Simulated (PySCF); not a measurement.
## Solvent effects on NMR parameters

Structure with atom numbers: `[SiH3:1][NH:2][c:3]1[cH:4][cH:5][cH:6][n:7][cH:8]1`; H(Xn) means a hydrogen on atom n.

GIAO PBE0/pcSseg-1 in PySCF 2.14.0 with density-fitted response routines on one PBE0-D3(BJ)/def2-SVP conformer, non-relativistic, equivalent nuclei averaged. Solvents enter as an IEF-PCM continuum (chloroform with ε = 4.7, dimethylsulfoxide with ε = 46.8) around the gas-phase geometry. Shifts are referred to TMS computed in the same medium.

In chloroform, δ in ppm: Si1 -59.2, C3 148.9, C6 144.7, C8 139.3, C5 130.8, C4 128.5, H(C8) 8.21, H(C6) 8.15, H(C5) 7.27, H(C4) 7.12, H(Si1) 4.78, H(N2) 3.35. Dipole moment 4.20 D.

Question: How does each δ change in the more polar medium?

Answer: 
| atoms | environment | Δδ, dimethylsulfoxide |
| --- | --- | --- |
| Si1 | silicon bonded to N, 3 H | -0.1 |
| C3 | aromatic carbon bearing nitrogen | +1.0 |
| C6 | aromatic CH next to a ring nitrogen | 0.0 |
| C8 | aromatic CH next to a ring nitrogen | 0.0 |
| C5 | aromatic CH | +1.0 |
| C4 | aromatic CH | +1.4 |
| H(C8) | hydrogen on an aromatic CH next to a ring nitrogen | -0.03 |
| H(C6) | hydrogen on an aromatic CH next to a ring nitrogen | -0.02 |
| H(C5) | hydrogen on an aromatic CH | +0.12 |
| H(C4) | hydrogen on an aromatic CH | +0.19 |
| H(Si1) | hydrogen on a silicon bonded to N | -0.02 |
| H(N2) | hydrogen on an aniline-type nitrogen | +0.30 |

Changes are relative to chloroform. The dipole moment becomes 4.63 D in dimethylsulfoxide.

Question: Which of the listed nuclei move most (in ppm), and what does the model miss? (N and O are left out, as their reference compounds move with the solvent too.)

Answer: C4 (aromatic CH, +1.4 ppm) in dimethylsulfoxide. A continuum only polarises the solute; specific hydrogen bonds, the anisotropy of aromatic solvents and changes of geometry or conformer are outside it.
